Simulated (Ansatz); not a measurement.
Stretching the Pb1–H2 bond in H3NPb (SMILES [NH2][PbH]) (multiplicity 1 held, fragments rigid). Energies count from the point at 1.865 Å.
Geometry at that point (charge 0, multiplicity 1):
```xyz
5

Pb    -0.0569     0.1346     0.1663
H     -0.7454     1.2445    -1.1645
N      0.5644    -1.2798    -1.2998
H      0.4288    -1.1744    -2.2940
H      1.0352    -2.1459    -1.0822
```

Restricted levels (R-, RO-) in cc, def2 and unpolarised 6-31G sets keep to the state of the molecule at rest. Unrestricted levels (U-) break spin symmetry where that is lower. Active spaces are followed from a long bond inwards. Curves can end on different states.

Correlated levels freeze the cores. Filled d and f shells under p-block atoms count as core.

Run with Ansatz (Gaussian orbitals). Each number belongs to the level named beside it. In def2 rows elements past Kr take small-core potentials, without spin–orbit coupling.

Energies in kJ/mol.

| R (Å) | R-PBE/def2-TZVPP | R-B3LYP/def2-TZVPP | U-MP2/def2-TZVPP | U-SCS-MP2/def2-TZVPP | FIC-MRCISD+Q on CASSCF(2,2)/def2-TZVPP |
|---|---|---|---|---|---|
| 1.492 | 103 | 101 | 101 | 102 | 106 |
| 1.678 | 21 | 19 | 18 | 19 | 20 |
| 1.865 | 0 | 0 | 0 | 0 | 0 |
| 2.051 | 10 | 12 | 15 | 14 | 12 |
| 2.238 | 35 | 39 | 45 | 44 | 39 |
| 2.517 | 83 | 89 | 120 | 122 | 89 |
| 2.797 | 130 | 139 | 177 | 184 | 136 |
| 3.263 | 198 | 212 | 217 | 228 | 198 |
| 3.729 | 248 | 266 | 231 | 242 | 232 |
| 4.289 | 289 | 312 | 236 | 247 | 249 |
| 5.035 | 320 | 349 | 237 | 249 | 254 |
| 5.967 | 338 | 373 | 238 | 249 | 256 |

Doubts at one or more of the structures used: a restricted determinant that unrestricted orbitals would lower (R-PBE/def2-TZVPP, R-B3LYP/def2-TZVPP); a spin-contaminated determinant (U-MP2/def2-TZVPP, U-SCS-MP2/def2-TZVPP).

Ansatz is a program for electronic structure.
